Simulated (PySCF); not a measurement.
Sn(F)2(Cl)(OH), HClF2OSn, SMILES [Sn]([F])([F])([OH])[Cl] (PBE0/def2-SVP optimised geometry):

```
6

O     -1.009     0.904     0.000
Sn    -0.322    -0.920     0.000
F     -0.986    -1.899    -1.509
F     -0.996    -1.885     1.513
Cl     1.975    -0.920     0.000
H     -1.975     0.920     0.032
```

Level of theory: PBE0/def2-TZVP, def2 effective core potentials past Kr (PySCF).

**Question.** What are the frontier orbital energies and the dipole moment?

**Answer.** HOMO-2 -10.33 eV, HOMO-1 -10.22 eV, HOMO -10.15 eV, LUMO -3.18 eV, LUMO+1 0.10 eV; dipole moment 1.47 D.

On the same geometry PBE/def2-TZVP, def2 effective core potentials past Kr in PySCF gives HOMO-2 -8.73 eV, HOMO-1 -8.70 eV, HOMO -8.38 eV, LUMO -4.12 eV, LUMO+1 -0.75 eV; dipole moment 1.47 D.
